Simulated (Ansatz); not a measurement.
Basis-set series for `[OH][SnH][Cl]` radical. Total charge 0; spin multiplicity 2. Sn takes the def2 core potential. The geometry is a stationary point of PBE0-D4/def2-TZVP. It is one conformer, not always the lowest.

```xyz
5

O    -0.1670    1.2590    0.5892
Sn   -0.5338   -0.6165    0.1366
Cl    1.5525   -1.5115   -0.4814
H     0.6708    1.3878    1.0432
H    -1.5226   -0.5189   -1.2876
```

| functional | basis | functions | energy (Eh) | HOMO (eV) | LUMO (eV) |
| --- | --- | --- | --- | --- | --- |
| PBE0-D4 | def2-SVP | 68 | -750.51402 | -6.66 | -3.76 |
| PBE0-D4 | def2-TZVPP | 151 | -750.78576 | -6.84 | -3.89 |
| ωB97M-V | def2-SVP | 68 | -750.63910 | -8.65 | -1.93 |
| ωB97M-V | def2-TZVPP | 151 | -750.91255 | -8.87 | -2.14 |

(1) Give the rows for def2-QZVPP. (An estimate is asked.)

Results:

(1) Ansatz gave: 
```
functional       basis  functions  energy (Eh)  HOMO (eV)  LUMO (eV)
   PBE0-D4  def2-QZVPP        269   -750.80644      -6.87      -3.93
   ωB97M-V  def2-QZVPP        269   -750.93256      -8.91      -2.21
```

HOMO and LUMO are taken over both spins.
